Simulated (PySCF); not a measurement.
C4H9O3Si (SMILES C=C[Si]([O])(OC)OC), doublet, at a GFN2-xTB geometry. Base run: DF-TPSS/6-31G (PySCF).

Here is a job for PySCF.
```python
from pyscf import gto, scf, dft

mol = gto.Mole()
mol.atom = '''
    C    -1.163783    2.320778   -0.054448
    C    -0.209185    1.610392    0.464487
    Si    0.171959   -0.253325   -0.237802
    O     0.230816   -0.048885   -1.752002
    O    -1.033368   -0.989531    0.580556
    C    -2.353456   -0.982096    0.153102
    O     1.421266   -0.667305    0.713728
    C     2.753471   -0.532762    0.334699
    H    -1.422834    3.299643    0.333557
    H    -1.733795    1.990957   -0.907016
    H     0.431904    1.842881    1.292590
    H    -2.424526   -1.172842   -0.919232
    H    -2.889259   -1.758083    0.702362
    H    -2.817356   -0.012551    0.366735
    H     3.332766   -1.293814    0.860553
    H     3.128938    0.455921    0.615991
    H     2.874739   -0.657676   -0.741603
'''
mol.basis = '6-31g'
mol.charge = 0
mol.spin = 1
mol.verbose = 4
mol.build()

mf = dft.UKS(mol)
mf.xc = 'tpss'
mf = mf.density_fit(auxbasis='def2-universal-jkfit')
mf.kernel()
```

Each row names what was changed in the base input (with any setting that the change needs).

```tsv
change	ΔE vs base (µEh)	SCF cycles	<S^2>	outcome
base	0.0	17	0.756	converged
diis = off; damp = 0.6 (with mf.diis_start_cycle = 200; with mf.max_cycle = 150)	-	-	-	cut at the time limit
level_shift = 1.0 (with mf.max_cycle = 100)	-	100	-	not converged
DIIS = ADIIS	0.0	33	0.756	converged
diis_space = 12	0.0	18	0.756	converged
conv_tol = 1e-11	0.0	21	0.756	converged
conv_tol_grad = 1e-7	0.0	24	0.756	converged
diis_space = 4	0.0	29	0.756	converged
solver = newton; init_guess = 1e	-	-	-	cut at the time limit
```

Open shells are given as the SCF converged; they aren't shown to be the lowest states, and a large step between rows can be another state.
